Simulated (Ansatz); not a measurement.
Mulliken charges of Cl₄H₃NSi₂ (`Cl[SiH2]N[Si](Cl)(Cl)Cl`) from ωB97M-V/def2-TZVPP in Ansatz (PBE0-D4/def2-TZVP geometry).

| atom | x (Å) | y (Å) | z (Å) | charge (e) |
| --- | --- | --- | --- | --- |
| Cl1 | -2.416 | 0.482 | -1.466 | -0.209 |
| Si2 | -0.558 | -0.390 | -1.447 | 0.353 |
| N3 | 0.488 | 0.326 | -0.276 | -0.324 |
| Si4 | 0.514 | 0.177 | 1.415 | 0.557 |
| Cl5 | 0.168 | 1.964 | 2.320 | -0.161 |
| Cl6 | -0.921 | -1.151 | 1.950 | -0.153 |
| Cl7 | 2.321 | -0.480 | 2.074 | -0.161 |
| H8 | 0.059 | -0.151 | -2.769 | -0.016 |
| H9 | -0.752 | -1.822 | -1.155 | 0.000 |
| H10 | 1.097 | 1.046 | -0.644 | 0.114 |

By hand: the dipole of these point charges (1 e Å = 4.8032 D).

Σ q r = (0.300, -0.187, -0.362) e Å, of length 0.506 e Å = 2.43 D.

How does the dipole of the full density compare? (Best estimate.)

The calculation gave: (0.278, 0.027, -0.265) e Å, 1.85 D; the point charges give 1.31 times that, at 27° from its direction.

Point charges leave out the atoms' own dipoles, such as those of lone pairs, and Mulliken's split depends on the basis, so the two needn't agree.
